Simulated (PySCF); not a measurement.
Structure problem from calculated spectra and properties.

Formula: C4H4F2O2Si.

| Property | Result |
| --- | --- |
| 13C NMR | chemical shifts (computed TMS as zero) by class: 178.3 (1 C), 173.8 (1 C), 136.3 (1 C), 76.9 (1 C) ppm [GIAO PBE0/pcSseg-1] |
| Rotational structure | rotational constants A, B, C: 2.561, 0.913, 0.783 GHz [GFN2-xTB] |
| Triplet | lowest triplet excitation (Tamm–Dancoff): 3.93 eV [TDA PBE0/def2-SVPD] |
| Dipole | 4.11 D [PBE0/def2-SVPD] |
| 1H NMR | chemical shifts (computed TMS as zero) by class: 8.09 (1 H), 5.24 (1 H), 5.12 (2 H) ppm [GIAO PBE0/pcSseg-1] |
| UV, strongest line | among the 8 lowest singlet transitions: S2 at 5.90 eV (210 nm, f = 0.146) [TDDFT PBE0/def2-SVPD] |

Electronic properties: PySCF, gas phase, density fitting. Levels stand in brackets. Geometry: GFN2-xTB, one conformer, isolated molecule. Each NMR value is the plain mean over a class of atoms that symmetry, rotation or inversion makes alike.

**Question.** What is the compound? Reason from the data.

**Answer.** Numbering: `[O:1]=[C:2]1[O:3][CH2:4][CH:5]=[C:6]1[SiH:7]([F:8])[F:9]`. Its formula, C4H4F2O2Si, gives 3 degrees of unsaturation: 1 ring and 2 π bonds in the structure found. 4 carbons fall into 4 classes; from least to most shielded: ester carbonyl carbon [C2] (178.3 ppm), alkene CH carbon [C5] (173.8 ppm), fully substituted alkene carbon [C6] (136.3 ppm), ring sp3 carbon bound to oxygen [C4] (76.9 ppm). Hydrogen classes from least to most shielded: 1 H on an alkene CH carbon, C5 (8.09 ppm), 1 H on a fluorine-bound silicon, Si7 (5.24 ppm), 2 H on an sp3 carbon bound to oxygen, C4 (5.12 ppm). The optimised geometry has point group C1 and is an asymmetric top. Structure: `O=C1OCC=C1[SiH](F)F`. Computed isomers that give other values at the same levels: `O=CC1=C[C@](F)([SiH2]F)O1` (rotational constant A: 2.225 GHz; this holds for the one conformer computed). The assignments are read from this structure; whether some other isomer fits the data as well wasn't checked.

Shape of the structure used: `[O:1]=[C:2]1[O:3][CH2:4][CH:5]=[C:6]1[SiH:7]([F:8])[F:9]`: C5–C6–Si7–F8 -75°.
